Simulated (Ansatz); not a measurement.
`[O+]#[Ge-]`. Total charge 0; spin multiplicity 1.

Z-matrix (Å, degrees):
```
O
Ge 1 1.622
```

**Question.** What are the harmonic wavenumbers in cm⁻¹ at PBE0-D4/def2-TZVP (Ansatz, finite differences of forces, unscaled)? (Estimate.)

**Answer.** The calculation gave: 1029.

**Question.** Is this a minimum?

**Answer.** Yes, all 1 modes are real.

**Question.** Give the ideal-gas thermochemistry at 298.15 K and 1 bar (rigid rotor, harmonic oscillator; point group C∞v, symmetry number 1).

**Answer.** Zero-point energy 6.2 kJ/mol; H(298) − E = 14.9 kJ/mol; entropy 223.7 J/(mol·K), of which translation 164.8, rotation 58.6, vibration 0.3; G(298) − E = -51.8 kJ/mol.

**Question.** Rotational constants (cm⁻¹)?

**Answer.** 0.4884.
